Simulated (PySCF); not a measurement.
Ligands exchanged one at a time, In CH3-NH2. All species are isolated molecules in the gas phase. One relaxed conformer stands for each flexible species; it need not be the lowest. Strings in code marks are SMILES.

The four lowest singlet excitations (Tamm–Dancoff). All values below come from PySCF with ωB97X-D3(BJ)/def2-TZVP // B3LYP-D3(BJ)/def2-TZVP. Excitations are Tamm–Dancoff values on a coarser integration grid. The basis has no diffuse functions, so Rydberg states are missing or too high.

| state | energy (eV) | wavelength (nm) | oscillator strength |
|---|---|---|---|
| S1 | 5.46 | 227 | 0.013 |
| S2 | 5.83 | 213 | 0.100 |
| S3 | 6.17 | 201 | 0.075 |
| S4 | 6.52 | 190 | 0.009 |

**Question.** Name which member gives these states.
A. `[CH3][In]([NH2])[NH2]`
B. `[CH3][In]([CH3])[CH3]`
C. `[CH3][In]([CH3])[NH2]`
D. `[NH2][In]([NH2])[NH2]`

**Answer.** A, `[CH3][In]([NH2])[NH2]`
